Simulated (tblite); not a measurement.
Compound: C₄H₇F₃P₂Si.
Geometry (GFN2-xTB, Å), atoms numbered from 1 in this order:
```
atom  x, y, z in Å
C1     3.0297   -1.0706   -0.3049
C2     1.8612   -0.8837   -0.4818
C3     0.4482   -0.6525   -0.6509
C4    -0.3333   -1.9151   -0.3487
F5    -0.3470   -2.1898    0.9763
F6    -1.6391   -1.7446   -0.6999
Si7   -0.1423    0.8066    0.4821
F8     0.9774    0.8928    1.6541
P9     0.2195    2.6663   -0.7556
P10   -2.0464    0.3280    1.5884
H11    4.0566   -1.2316   -0.1677
H12    0.2511   -0.3988   -1.6976
H13    0.0392   -2.8092   -0.8724
H14   -1.0438    2.6717   -1.3293
H15   -0.1682    3.5285    0.2563
H16   -2.8545    0.3525    0.4609
H17   -2.3151    1.6615    1.8808
```

All values are computed: GFN2-xTB (tblite) harmonic vibrations without scaling, gas phase. Against measured fundamentals such values can be off by several per cent, at times by over 20. Modes of hydrogen on phosphorus can be 10 to 20 % off. One conformer, not necessarily the lowest. The optimisation stopped once no atom felt more than 0.01 eV/Å.

Lowest wavenumbers of the output (negative numbers stand for imaginary wavenumbers):
```
mode    cm-1
  1     -22.5
  2      32.6
  3      75.8
  4      84.8
  5      92.2
  6      98.6
  7     113.5
  8     130.7
```

Problem. Is this structure a minimum?

Solution. Not by this Hessian. 1 mode is imaginary beyond 20i (22i cm⁻¹), so at this level the point lies at or near a first-order saddle. The curvature is small, so loose convergence or finite differences may be the whole cause.

Problem. Which atoms move in the imaginary mode?

Solution. 22i: P10 (three-coordinate phosphorus) 24 %, F6 (fluorine of a CF2 group) 22 %, F5 (fluorine of a CF2 group) 15 %, P9 (three-coordinate phosphorus) 11 %. These are shares of the mass-weighted motion.

Problem. What is the remedy?

Solution. Step along that mode in both directions, optimise again with tighter thresholds and repeat the frequencies. The zero-point energy of this point (60.2 kcal/mol) counts the 44 real modes alone, and thermal corrections from it aren't those of a minimum.
